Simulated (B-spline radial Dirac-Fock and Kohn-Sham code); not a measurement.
# Scattering functions of Pb⁷⁰⁺

System: the Pb⁷⁰⁺ ion in the configuration [Ne] 3s2.

The run's input, task.json:

```json
{"items": [{
  "Z": 82,
  "q": 70,
  "cfg": [[1, 0, 2], [2, 0, 2], [2, 1, 6], [3, 0, 2]],
  "A": 208,
  "rrms": 5.5012,
  "do": ["scatter"],
  "s": [0.0, 0.05, 0.1, 0.15, 0.2, 0.25, 0.3, 0.35, 0.4, 0.45, 0.5, 0.6, 0.7, 0.8, 0.9, 1.0, 1.1, 1.2, 1.4, 1.6, 1.8, 2.0, 2.5, 3.0, 3.5, 4.0, 5.0, 6.0],
  "pz": [0, 0.1, 0.2, 0.3, 0.4, 0.5, 0.6, 0.8, 1.0, 1.2, 1.4, 1.6, 1.8, 2.0, 2.5, 3.0, 4.0, 5.0, 7.0, 10.0, 15.0, 20.0, 30.0, 40.0, 60.0, 100.0],
  "hv_scatter": [1000, 5000, 10000, 20000, 30000, 50000, 500000, 1000000]
}]}
```

Command: `python xray_run.py task.json out`

Model: Dirac-Fock densities. Program: a radial finite-basis atomic code. f₀ is the Fourier transform of the spherical electron density, S the Waller-Hartree incoherent function, and s = sin θ/λ.

```csv
s (Å⁻¹),f₀,S
0,12.000,0.000
0.05,11.998,0.003
0.1,11.993,0.012
0.15,11.984,0.026
0.2,11.972,0.046
0.25,11.956,0.072
0.3,11.937,0.104
0.35,11.914,0.140
0.4,11.888,0.182
0.45,11.859,0.229
0.5,11.826,0.281
0.6,11.751,0.398
0.7,11.664,0.531
0.8,11.565,0.679
0.9,11.456,0.838
1,11.336,1.007
1.1,11.207,1.183
1.2,11.070,1.364
1.4,10.773,1.734
1.6,10.453,2.103
1.8,10.118,2.460
2,9.772,2.799
2.5,8.904,3.562
3,8.078,4.231
3.5,7.324,4.852
4,6.648,5.448
5,5.488,6.559
6,4.508,7.518
```

f₀ starts at the number of electrons, 12, and has fallen to half at s ≈ 4.56 Å⁻¹. The sum of ⟨r²⟩ over the electrons is 0.09607 bohr².

Values without a named source are computed, but for edge energies of neutral atoms, which are taken from tables.
